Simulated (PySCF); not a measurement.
AlClH4O2SSi, SMILES [OH][Al]([OH])[S][SiH2]Cl.

The structure is a stationary point at PBE0-D3(BJ)/def2-SVP. The structure was generated by enumeration; whether it is a known compound was not checked. The values are those of a single conformer.

Two levels are set side by side: PBE/def2-TZVP (PySCF) and HF/def2-TZVP (PySCF). Same geometry, gas phase. Differences are taken from unrounded values.

```csv
quantity,HF,PBE,PBE minus HF
orbital gap (eV),12.96,4.76,-8.20
highest occupied level (eV),-10.51,-6.52,4.00
lowest empty level (eV),2.44,-1.76,-4.20
dipole moment (D),2.41,2.00,-0.41
mean polarisability (bohr³),75.1,86.3,11.2
```

Without exact exchange PBE keeps part of each electron's self-repulsion, which lifts occupied levels and narrows the gap. Loosely held outer electrons make PBE densities more polarisable. Differences between two approximate levels are no errors against the true value.

Rough cost on one machine, each run with all the roots and properties that it gave: HF against PBE about 1/2.
